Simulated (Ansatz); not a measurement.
Species: sum formula SiNH2Br3 (charge 0, singlet). 
Geometry from a B3LYP-D3(BJ)/def2-TZVP (Ansatz, a program for electronic structure) optimisation:
```xyz
7

Si     0.4875     0.0510    -0.1132
Br     0.1283    -0.5338     2.0094
Br    -0.3743    -1.5419    -1.3891
Br    -0.5237     1.9948    -0.4400
N      2.1117     0.2340    -0.5397
H      2.6984    -0.5716    -0.6911
H      2.6299     1.0507    -0.2557
```

Quantity: atomisation energy (electronic, to ground-state atoms), in kcal/mol. Correlated levels leave the core frozen unless marked. Open shells are spin-unrestricted. No spin-orbit coupling. The frozen core is the preceding noble-gas configuration, with the filled d and f shells of earlier blocks. No relativistic terms. The coupled-cluster limit lacks core correlation, which all-electron functionals hold. CBS(X,Y): correlation extrapolated as X^-3; Hartree-Fock from the larger set.

```json
[
 {"level": "HF/def2-QZVPPD", "program": "Ansatz", "atomisation energy (kcal/mol)": "362.2"},
 {"level": "SVWN5/def2-TZVPD", "program": "Ansatz", "atomisation energy (kcal/mol)": "609.5"},
 {"level": "BLYP-D4/def2-TZVPD", "program": "Ansatz + dftd4", "atomisation energy (kcal/mol)": "520.6"},
 {"level": "BHLYP/def2-TZVPD", "program": "Ansatz", "atomisation energy (kcal/mol)": "496.0"},
 {"level": "LC-wPBE-D3(BJ)/def2-TZVPD", "program": "Ansatz + dftd3", "atomisation energy (kcal/mol)": "524.2"},
 {"level": "LC-wPBE-D4/def2-TZVPD", "program": "Ansatz + dftd4", "atomisation energy (kcal/mol)": "525.1"},
 {"level": "B2GP-PLYP-D4/def2-TZVPD", "program": "Ansatz + dftd4", "atomisation energy (kcal/mol)": "516.5"}
]
```

What does CCSD(T)/CBS(def2-TZVPPD,def2-QZVPPD) (Ansatz) give?

527.5 kcal/mol
